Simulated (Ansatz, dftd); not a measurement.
Reaction: H5Si2O (SMILES [SiH3][SiH]O, doublet) → H5Si2O (SMILES [O][SiH2][SiH3], doublet)
Each species at its own B3LYP-D3(BJ)/def2-TZVP minimum (Ansatz, an electronic-structure program), one conformer.

Wanted: isomerisation energy (electronic), in kcal/mol. UHF or UKS for unpaired electrons; spin-orbit terms are left out. CBS(X,Y): correlation extrapolated as X^-3, Hartree-Fock from the larger set. A bracket is a step between two methods taken in the basis named. Functionals run without relativity, which enters their misses. Double hybrids freeze cores in their MP2 part. '+ core + X2C': CCSD(T) terms for core correlation (cc-pwCVTZ, 1s frozen past Ne) and scalar relativity (cc-pVTZ-DK).

Compared with CCSD(T)/CBS(cc-pV(T+d)Z,cc-pV(Q+d)Z) + [CCSDT(Q) - CCSD(T)]/cc-pV(D+d)Z + core + X2C (Ansatz): 24.6 kcal/mol.

Costs are rough ratios of core time, to one figure, on one kind of shared machine, summed over the single points of the molecules; atoms, geometries and frequencies are left out. The first row took roughly 20 core seconds; short runs hold start-up time.

```
level                               program  cost relative to the first row  difference (kcal/mol)
---------------------------  --------------  ------------------------------  ---------------------
PBE/def2-TZVPD                       Ansatz                               1                   -3.5
PBE0-D4/def2-TZVPD           Ansatz + dftd4                               1                   -0.4
r2SCAN-D3(BJ)/def2-TZVPD     Ansatz + dftd3                               2                   -3.3
r2SCAN/def2-TZVPD                    Ansatz                               2                   -3.3
CAM-B3LYP-D3(BJ)/def2-TZVPD  Ansatz + dftd3                               2                   -1.7
B2GP-PLYP/def2-TZVPD                 Ansatz                               2                    0.9
wB97X-V/def2-TZVPD                   Ansatz                               3                   -2.1
```

The dearest row costs roughly 3 times the first. Costs within a factor of two don't rank. The table holds for this case alone.
